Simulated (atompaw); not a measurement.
**Before and after: PAW (atompaw) potential for lanthanum (La)**

| Item | Value |
| --- | --- |
| Element | lanthanum (La) |
| Generator | atompaw 4.2.0.5 |
| Type | PAW |
| Functional | PBE |
| Relativity | scalar-relativistic |
| Frozen core | [Xe] |
| Valence charge | 3 |
| Reference configuration | 4f0 5d1 6s1 6p1 |
| Partial waves | 6s (bound): rc 3.00 bohr; 6s channel at 0.15 Ry: rc 3.00 bohr; 6p (bound): rc 3.00 bohr; 6p channel at 1.55 Ry: rc 3.00 bohr; 5d (bound): rc 3.00 bohr; 5d channel at 0.5 Ry: rc 2.25 bohr; 4f (bound, empty): rc 1.30 bohr; 4f channel at 0.1 Ry: rc 1.30 bohr |
| Local potential | troulliermartins scheme with l = 4 at 0.5 Ry, radius 2.55 bohr |
| Core correction | smooth core density matched at 2.55 bohr |
| Augmentation charge | sinc compensation charge, radius 2.85 bohr; PAW radius 3.00 bohr; waves and projectors: custom polynom2 7 10 vanderbiltortho |

All-electron outer shells of the reference configuration (PBE, scalar-relativistic, ld1.x):

```csv
shell,level (eV),outermost node (bohr),outermost maximum (bohr)
5s,-40.03,0.77,1.41
5p,-23.49,0.83,1.58
4f,-5.45,–,0.75
6s,-4.28,1.86,3.79
5d,-3.96,0.95,2.19
6p,-1.86,2.20,4.93
```

Change: local potential troulliermartins scheme with l = 4 at 0.5 Ry, radius 3.00 bohr.

Cutoffs: the cutoffs (Ry, on a coarse ladder) from which the occupation-weighted sum of valence levels, in a spherical-Bessel basis at the reference potential, stays within 10 and 1 mRy of its value at 400 Ry; they do not see the model core or the augmentation charge, which bear on the density cutoff.

**Question.** What does the change do?

**Answer.** The potential gets neither clearly harder nor softer (10 Ry and 25 Ry → 10 Ry and 25 Ry); both files keep a bound ghost (p, s); the range in which the p phases agree widens (upper end 3.7 → 4.8).

| quantity | base | changed |
| --- | --- | --- |
| cutoff, loose | 10 Ry | 10 Ry |
| cutoff, tight | 25 Ry | 25 Ry |
| bound ghosts | s, p | s, p |
| s: phases at 3.00 bohr within 0.05 rad from the reference energy up to (Ry; the scan ends near 5) | 1.6 | 2.6 |
| p: phases at 3.00 bohr within 0.05 rad from the reference energy up to (Ry; the scan ends near 5) | 3.7 | 4.8 |
| d: phases at 3.00 bohr within 0.05 rad from the reference energy up to (Ry; the scan ends near 5) | 1.3 | 1.6 |
| f: phases at 3.00 bohr within 0.05 rad from the reference energy up to (Ry; the scan ends near 5) | 4.8 | 4.3 |
| lowest overlap eigenvalue by channel | s 0.39, p 0.67, d 0.07, f 0.98 | s 0.40, p 0.67, d 0.12, f 0.93 |

Base: The cutoffs count occupied waves only; the empty 4f level needs over 300 Ry at the loose tolerance. Changed file: The cutoffs count occupied waves only; the empty 4f level needs over 300 Ry at the loose tolerance. A true bound ghost makes a file unfit for plane-wave use even where its test errors are small: the radial tests pick states by their node count and pass the ghost by. The cutoffs see the waves, projectors and local potential, not the compensation charge or the core.
